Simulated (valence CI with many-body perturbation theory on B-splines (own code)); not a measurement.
## Level structure of Ir LXXII

Computed by configuration interaction combined with many-body perturbation theory (CI+MBPT): four valence electrons over a frozen Dirac-Fock core [He], radial functions for each j: 11 s, 11 p, 9 d, 7 f, 5 g, 2 h, 1 i, with the one-electron correlation potential Σ1 (screened to all orders), the two-electron term Σ2, the three-electron term Σ3, Breit, model QED; selected single and double excitations, second order for the rest (own B-spline code, finite nucleus).

The last digits are not significant, and no measured levels were compared; by estimate large intervals hold to a few tenths of a per cent, small ones and those within an open d or f shell to about a per cent. Among the levels kept, up to 310 cm⁻¹ of a level comes from second order outside the variational space, and about a tenth of that is noise between levels of different J, which matters for small intervals.

Levels 91 to 114 of 114, with energies above the lowest level, (2s^2 2p1/2^2) J=0. "Leading %" is the weight of the configuration and term that name the level; weights of strongly mixed levels are sums over their largest components and can fall short. In the jj column 3d3/2^4 stands for four electrons in 3d with j = 3/2.

```tsv
No.	Configuration	Term	J	E (× 10³ cm⁻¹)	Leading %	Second component	Leading jj
91	2s2p²3d	³G	4	114000	34	19 % 2s2p²3d ¹G	2s 2p1/2 2p3/2 3d3/2 (98 %)
92	2s2p²3d	³D	3	114070	33	28 % 2s2p²3d ³F	2s 2p1/2 2p3/2 3d3/2 (98 %)
93	2s2p²3p	³P°	0	114110	79	20 % 2s2p²3p ¹S°	2s 2p1/2 2p3/2 3p3/2 (100 %)
94	2s2p²3p	¹D°	2	114140	42	22 % 2s2p²3p ³D°	2s 2p1/2 2p3/2 3p3/2 (99 %)
95	2s2p²3d	³D	2	114140	34	18 % 2s2p²3d ⁵P	2s 2p1/2 2p3/2 3d3/2 (99 %)
96	2s2p²3p	³S°	1	114150	32	25 % 2s2p²3p ³P°	2s 2p1/2 2p3/2 3p3/2 (99 %)
97	2s2p²3p	³P°	1	114200	50	27 % 2s2p²3p ¹P°	2s 2p1/2 2p3/2 3p3/2 (99 %)
98	2s2p²3d	³P	1	114220	33	30 % 2s2p²3d ⁵P	2s 2p1/2 2p3/2 3d3/2 (99 %)
99	2s2p²3d	³F	2	114570	70	10 % 2s2p²3d ⁵D	2s 2p1/2 2p3/2 3d3/2 (92 %)
100	2s2p²3d	³G	3	114620	48	26 % 2s2p²3d ¹F	2s 2p1/2 2p3/2 3d3/2 (100 %)
101	2s2p²3d	⁵D	4	114640	45	36 % 2s2p²3d ⁵F	2s 2p1/2 2p3/2 3d5/2 (100 %)
102	2s2p²3d	³D	1	114640	32	26 % 2s2p²3d ¹P	2s 2p1/2 2p3/2 3d3/2 (93 %)
103	2s2p²3d	³D	1	114810	55	16 % 2s2p²3d ³P	2s 2p1/2 2p3/2 3d3/2 (93 %)
104	2s2p²3d	³F	2	114810	31	24 % 2s2p²3d ³D	2s 2p1/2 2p3/2 3d3/2 (78 %)
105	2s2p²3d	³P	2	114890	26	18 % 2s2p²3d ³F	2s 2p1/2 2p3/2 3d5/2 (75 %)
106	2s2p²3d	³F	3	114900	42	31 % 2s2p²3d ⁵P	2s 2p1/2 2p3/2 3d5/2 (98 %)
107	2s2p²3d	³P	0	114900	82	18 % 2s2p²3d ¹S	2s 2p1/2 2p3/2 3d3/2 (98 %)
108	2s2p²3d	³G	5	114970	63	37 % 2s2p²3d ⁵F	2s 2p1/2 2p3/2 3d5/2 (100 %)
109	2s2p²3d	³D	1	115080	54	26 % 2s2p²3d ³P	2s 2p1/2 2p3/2 3d5/2 (90 %)
110	2s2p²3d	³D	3	115180	59	18 % 2s2p²3d ¹F	2s 2p1/2 2p3/2 3d5/2 (99 %)
111	2s2p²3d	³F	4	115220	59	22 % 2s2p²3d ¹G	2s 2p1/2 2p3/2 3d5/2 (98 %)
112	2s2p²3d	¹D	2	115270	40	19 % 2s2p²3d ³D	2s 2p1/2 2p3/2 3d5/2 (96 %)
113	2s2p²3d	¹P	1	115380	46	26 % 2s2p²3d ³D	2s 2p1/2 2p3/2 3d5/2 (95 %)
114	2s2p²3d	³P	0	115440	51	45 % 2s2p²3d ¹S	2s 2p1/2 2p3/2 3d5/2 (98 %)
```
